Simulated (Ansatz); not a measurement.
`[SH][In]([SH])[Cl]` + HCl → `[SH][In]([Cl])[Cl]` + H₂S  (ligand exchange at the In–S bond)

Isolated molecules relaxed with PBE0-D4/def2-TZVP in Ansatz; ΔE leaves out vibrations. CBS: MP2 limit from def2 TZ/QZ plus the TZ coupled-cluster correction, frozen cores. This one scheme is used for every species. Functionals use def2-TZVPP. B3LYP here is the variant with VWN-RPA as its local correlation; programs differ in this. def2 core potentials past Kr. For In outer-core shells are correlated without core-valence functions, which leaves a few kJ/mol of doubt a bond. Each species was taken in one conformer, which may not be the lowest.

(1) Is it downhill or uphill in electronic energy at CCSD(T)/CBS, and by how much? (Estimate.)

(2) What do these levels give: LDA (SPW92), B3LYP-D4, CAM-B3LYP-D4, ωB97M-V, SCS-MP2/def2-TZVPP, CCSD/CBS(def2)? (Best estimate.)

Largest T1 diagnostic among the species: 0.013.

Answers

(1) The calculation gave: Downhill: ΔE = -0.21 eV.

(2) Ansatz gave: LDA (SPW92) -0.14, B3LYP-D4 -0.23, CAM-B3LYP-D4 -0.25, ωB97M-V -0.24, SCS-MP2/def2-TZVPP -0.21, CCSD/CBS(def2) -0.23 eV.

Leaving LDA and LC-ωPBE aside and taking each functional with its dispersion term where it has one, the values, not all of them listed here, spread over 0.09 eV, from BHLYP-D4 to PBE-D4. LDA lies +0.05 eV from PBE without D4. From BLYP to BHLYP (50 % exact exchange), in def2-TZVPP and without D4, ΔE moves by −0.05 eV.
